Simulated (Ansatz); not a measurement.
Ansatz (a program for electronic structure) input (B3LYP-D3(BJ)/def2-TZVP):

Ansatz 0.2 input:
```yaml
crystal:
  periodic: [false, false, false]
  atoms:
    - {symbol: Si, position_ang: [-0.13377744, 0.12968978, 0.77086330]}
    - {symbol: Br, position_ang: [1.23108008, -1.54276010, -0.39697148]}
    - {symbol: F, position_ang: [0.36820892, 1.43111803, -0.13719445]}
    - {symbol: F, position_ang: [-1.49456667, -0.07156466, -0.16575453]}
basis:
  gaussian:
    orbitals: def2-TZVP
hamiltonian:
  xc: b3lyp
  dispersion: d3bj
total_charge: -1
relax: {f_tol: 0.002, max_steps: 150}
```

Output:

```
Functional definition: B3LYP
integrals: 0.06 GiB planned
986 factors; their error is unknown
mean field: 0.61 GiB planned
mean field evaluation 1: about -83366.9794 eV, gradient 1.4e1 eV
mean field evaluation 2: about -83367.0151 eV, gradient 1.2e1 eV
mean field evaluation 4: about -83367.3521 eV, gradient 4.7e-1 eV
mean field evaluation 8: about -83367.7420 eV, gradient 3.3e-1 eV
mean field evaluation 16: about -83367.7421 eV, gradient 9.5e-6 eV
mean field -83367.74205802 eV, -3063.7080119469 hartree, gradient 9.5e-6 eV, S^2 0.000000; 0 other end points of the search recorded, 0 dependent functions left out
the calculation of the forces begins
reference -83367.74225485 eV, -3063.7080191805 hartree; 34, 34 occupied and 113, 113 virtual orbitals, 986 factors
relax step   1: F+E_penalty+E_count = -83367.90631078 eV  Δ(F+E_penalty+E_count) = +0.000e0 eV  max|allowed force component| = 4.224e-1 eV/Å  Δτ_max = 0.0000 Å  (27 SCF iters, accepted)
these checks for a lower state are left out or cut short: starts, cluster_reference, orbital_swaps, neighbouring_geometries, increment
integrals: 0.06 GiB planned
986 factors; their error is unknown
mean field: 0.60 GiB planned
mean field -83367.71779277 eV, -3063.7071202156 hartree, gradient 2.3e-5 eV, S^2 0.000000; 0 other end points of the search recorded, 0 dependent functions left out
the calculation of the forces begins
reference -83367.71798837 eV, -3063.7071274036 hartree; 34, 34 occupied and 113, 113 virtual orbitals, 986 factors
relax step   2: F+E_penalty+E_count = -83367.87669892 eV  Δ(F+E_penalty+E_count) = +2.961e-2 eV  max|allowed force component| = 6.387e-1 eV/Å  Δτ_max = 0.1394 Å  (36 SCF iters, rejected (line search))
these checks for a lower state are left out or cut short: starts, cluster_reference, orbital_swaps, neighbouring_geometries, increment
integrals: 0.06 GiB planned
986 factors; their error is unknown
mean field: 0.60 GiB planned
mean field evaluation 32: about -83367.7815 eV, gradient 2.6e-5 eV
mean field -83367.78148829 eV, -3063.7094609830 hartree, gradient 2.6e-5 eV, S^2 0.000000; 0 other end points of the search recorded, 0 dependent functions left out
the calculation of the forces begins
reference -83367.78168534 eV, -3063.7094682241 hartree; 34, 34 occupied and 113, 113 virtual orbitals, 986 factors
relax step   3: F+E_penalty+E_count = -83367.94327120 eV  Δ(F+E_penalty+E_count) = -3.696e-2 eV  max|allowed force component| = 4.650e-1 eV/Å  Δτ_max = 0.0697 Å  (29 SCF iters, accepted)
these checks for a lower state are left out or cut short: starts, cluster_reference, orbital_swaps, neighbouring_geometries, increment
integrals: 0.06 GiB planned
986 factors; their error is unknown
mean field: 0.60 GiB planned
mean field -83367.79008713 eV, -3063.7097769842 hartree, gradient 2.2e-5 eV, S^2 0.000000; 0 other end points of the search recorded, 0 dependent functions left out
the calculation of the forces begins
reference -83367.79028394 eV, -3063.7097842168 hartree; 34, 34 occupied and 113, 113 virtual orbitals, 986 factors
relax step   4: F+E_penalty+E_count = -83367.95124426 eV  Δ(F+E_penalty+E_count) = -7.973e-3 eV  max|allowed force component| = 2.474e-1 eV/Å  Δτ_max = 0.0180 Å  (29 SCF iters, accepted)
these checks for a lower state are left out or cut short: starts, cluster_reference, orbital_swaps, neighbouring_geometries, increment
integrals: 0.06 GiB planned
986 factors; their error is unknown
mean field: 0.60 GiB planned
mean field -83367.79161555 eV, -3063.7098331528 hartree, gradient 2.2e-5 eV, S^2 0.000000; 0 other end points of the search recorded, 0 dependent functions left out
the calculation of the forces begins
reference -83367.79181239 eV, -3063.7098403864 hartree; 34, 34 occupied and 113, 113 virtual orbitals, 986 factors
relax step   5: F+E_penalty+E_count = -83367.95302542 eV  Δ(F+E_penalty+E_count) = -1.781e-3 eV  max|allowed force component| = 1.229e-1 eV/Å  Δτ_max = 0.0069 Å  (30 SCF iters, accepted)
these checks for a lower state are left out or cut short: starts, cluster_reference, orbital_swaps, neighbouring_geometries, increment
integrals: 0.06 GiB planned
986 factors; their error is unknown
mean field: 0.60 GiB planned
mean field -83367.79397704 eV, -3063.7099199358 hartree, gradient 2.2e-5 eV, S^2 0.000000; 0 other end points of the search recorded, 0 dependent functions left out
the calculation of the forces begins
reference -83367.79417384 eV, -3063.7099271681 hartree; 34, 34 occupied and 113, 113 virtual orbitals, 986 factors
relax step   6: F+E_penalty+E_count = -83367.95546701 eV  Δ(F+E_penalty+E_count) = -2.442e-3 eV  max|allowed force component| = 3.969e-2 eV/Å  Δτ_max = 0.0123 Å  (29 SCF iters, accepted)
these checks for a lower state are left out or cut short: starts, cluster_reference, orbital_swaps, neighbouring_geometries, increment
integrals: 0.06 GiB planned
986 factors; their error is unknown
mean field: 0.60 GiB planned
mean field -83367.79411354 eV, -3063.7099249520 hartree, gradient 2.2e-5 eV, S^2 0.000000; 0 other end points of the search recorded, 0 dependent functions left out
the calculation of the forces begins
reference -83367.79431027 eV, -3063.7099321817 hartree; 34, 34 occupied and 113, 113 virtual orbitals, 986 factors
relax step   7: F+E_penalty+E_count = -83367.95589745 eV  Δ(F+E_penalty+E_count) = -4.304e-4 eV  max|allowed force component| = 1.494e-2 eV/Å  Δτ_max = 0.0096 Å  (30 SCF iters, accepted)
these checks for a lower state are left out or cut short: starts, cluster_reference, orbital_swaps, neighbouring_geometries, increment
integrals: 0.06 GiB planned
986 factors; their error is unknown
mean field: 0.60 GiB planned
mean field evaluation 64: about -83367.7941 eV, gradient 5.5e-5 eV
mean field -83367.79411229 eV, -3063.7099249061 hartree, gradient 2.2e-5 eV, S^2 0.000000; 0 other end points of the search recorded, 0 dependent functions left out
the calculation of the forces begins
reference -83367.79430898 eV, -3063.7099321345 hartree; 34, 34 occupied and 113, 113 virtual orbitals, 986 factors
relax step   8: F+E_penalty+E_count = -83367.95589094 eV  Δ(F+E_penalty+E_count) = +6.513e-6 eV  max|allowed force component| = 2.442e-2 eV/Å  Δτ_max = 0.0033 Å  (31 SCF iters, rejected (line search))
these checks for a lower state are left out or cut short: starts, cluster_reference, orbital_swaps, neighbouring_geometries, increment
integrals: 0.06 GiB planned
986 factors; their error is unknown
mean field: 0.60 GiB planned
mean field -83367.79411948 eV, -3063.7099251706 hartree, gradient 2.2e-5 eV, S^2 0.000000; 0 other end points of the search recorded, 0 dependent functions left out
the calculation of the forces begins
reference -83367.79431619 eV, -3063.7099323996 hartree; 34, 34 occupied and 113, 113 virtual orbitals, 986 factors
relax step   9: F+E_penalty+E_count = -83367.95591779 eV  Δ(F+E_penalty+E_count) = -2.034e-5 eV  max|allowed force component| = 6.568e-4 eV/Å  Δτ_max = 0.0015 Å  (31 SCF iters, accepted)
integrals: 0.06 GiB planned
986 factors; their error is unknown
mean field: 0.60 GiB planned
mean field evaluation 96: about -83367.7941 eV, gradient 1.3e-5 eV
mean field -83367.79411948 eV, -3063.7099251706 hartree, gradient 2.2e-5 eV, S^2 0.000000; 1 other end points of the search recorded, 0 dependent functions left out
the calculation of the forces begins
reference -83367.79431619 eV, -3063.7099323996 hartree; 34, 34 occupied and 113, 113 virtual orbitals, 986 factors
Total energy: -83367.95611450 eV, -3063.7158783777 hartree
Atom 0 at    -0.163691     0.167007     0.745549 Å, force     0.000524    -0.000630     0.000657 eV/Å
Atom 1 at     1.269581    -1.589593    -0.409104 Å, force    -0.000346     0.000428     0.000151 eV/Å
Atom 2 at     0.402499     1.466296    -0.118035 Å, force    -0.000156     0.000039    -0.000398 eV/Å
Atom 3 at    -1.537445    -0.097227    -0.147467 Å, force    -0.000022     0.000163    -0.000410 eV/Å
Dipole moment:     0.100259    -0.123507    -0.047359 e Å
```
